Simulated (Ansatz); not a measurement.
C4H9BeCl (SMILES C[C](C)(C)[Be][Cl]), singlet, at a GFN2-xTB geometry (such geometries of metal compounds can be far from the true shape); Ansatz (a quantum-chemistry and plane-wave program) with PBE/def2-TZVPPD.

Ansatz was given this input:
Ansatz 0.2 input:
```yaml
crystal:
  periodic: [false, false, false]
  atoms:
    - {symbol: Be, position_ang: [-0.18905999, 0.80921599, -0.14331866]}
    - {symbol: Cl, position_ang: [-0.58225845, 2.49218699, -0.44138636]}
    - {symbol: C, position_ang: [0.20682482, -0.88525314, 0.15678545]}
    - {symbol: C, position_ang: [-0.95269676, -1.82844614, -0.21737268]}
    - {symbol: C, position_ang: [1.43192369, -1.34876025, -0.65462787]}
    - {symbol: C, position_ang: [0.53239029, -1.15272516, 1.63886625]}
    - {symbol: H, position_ang: [-0.67085830, -2.86400804, -0.01831850]}
    - {symbol: H, position_ang: [-1.20392207, -1.74507180, -1.27200998]}
    - {symbol: H, position_ang: [-1.84501769, -1.60535799, 0.36255861]}
    - {symbol: H, position_ang: [1.25717380, -1.25000225, -1.72328806]}
    - {symbol: H, position_ang: [2.31559232, -0.76841728, -0.40035035]}
    - {symbol: H, position_ang: [1.64481576, -2.39819128, -0.44293136]}
    - {symbol: H, position_ang: [1.38721064, -0.56609530, 1.96669674]}
    - {symbol: H, position_ang: [-0.31230350, -0.90796646, 2.27832762]}
    - {symbol: H, position_ang: [0.77129052, -2.20782414, 1.78425110]}
basis:
  gaussian:
    orbitals: def2-TZVPPD.json
hamiltonian:
  xc: pbe
```
The basis file holds def2-TZVPPD in the JSON format of the Basis Set Exchange.

What does Ansatz print? Leave out banner, timings and long lists.


```
Functional definition: PBE
1708 factors; their error is unknown
mean field evaluation 1: about -17189.7342 eV, gradient 9.3e1 eV
mean field evaluation 2: about -17070.4690 eV, gradient 2.2e2 eV
mean field evaluation 4: about -17209.5669 eV, gradient 2.2e1 eV
mean field evaluation 8: about -17210.6798 eV, gradient 4.0e-1 eV
mean field evaluation 16: about -17210.6200 eV, gradient 5.5e-4 eV
mean field -17210.61995821 eV, -632.4786176870 hartree, gradient 6.2e-5 eV, S^2 0.000000; 0 other end points of the search recorded, 0 dependent functions left out
reference -17210.62002821 eV, -632.4786202596 hartree; 27, 27 occupied and 347, 347 virtual orbitals, 1708 factors
Total energy: -17210.62002821 eV, -632.4786202596 hartree
```
